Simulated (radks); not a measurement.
Task: The lithium ion Li2+, 1 electrons, occupied as 1s1. Calculated with a radial shooting solver on a logarithmic mesh with Libxc functionals: non-relativistic Kohn-Sham, LDA (Slater exchange, Perdew-Wang correlation), spin-polarised, spherical densities, point nucleus; open shells are filled with parallel spins first; hard spherical wall at 2.5 bohr. Some entries of the table are withheld. Estimate them.

orbital,occ.,eigenvalue (eV),<r> (bohr)
1s up,1,-101.9489,(1)
2p up,0,-8.1137,1.245
2s up,0,(2),1.370

Result: 
(1) 1s up <r> (bohr): 0.5085
(2) 2s up eigenvalue (eV): -2.2407
